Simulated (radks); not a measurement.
The numbers below are computed, except where a source is named.
Ionisation of Hg+, [Xe] 4f14 5d10 6s1, to Hg2+, [Xe] 4f14 5d10, under several functionals. Scalar-relativistic Kohn-Sham, spin-polarised, spherical densities, finite nucleus; open shells are filled with parallel spins first (spin-orbit coupling, left out, can overturn this in heavy ions); a radial shooting solver on a logarithmic mesh with Libxc functionals.

functional                                      E(Hg+) (hartree)  Exc (hartree)  IE (eV)  -e(HOMO) (eV)  <r> HOMO (bohr)  IE error (eV)
PBEsol                                               -19612.2298      -364.6737   19.220         15.159            2.494         +0.463
exchange-only PBE                                    -19612.7426      -365.1070   18.466         14.381            2.550         -0.291
MS2 meta-GGA                                         -19617.0756      -368.7957   18.993         15.008            2.511         +0.236
XLYP                                                 -19619.6716      -372.0720   19.257         15.066            2.517         +0.500
TASK exchange with Perdew-Wang LDA correlation       -19617.7198      -367.8595   19.096         15.878            2.422         +0.340
SOGGA                                                -19611.6102      -364.0525   19.091         15.038            2.498         +0.334
exchange-only r2SCAN                                 -19614.9714      -365.7429   18.052         14.429            2.528         -0.705
r2SCAN                                               -19619.8618      -370.6944   19.091         15.405            2.481         +0.334

NIST Atomic Spectra Database: 18.757 eV (measured). Closest: MS2 meta-GGA. The Delta-SCF values span 1.20 eV, the total energies 8.25 hartree. The highest occupied level is 6s.
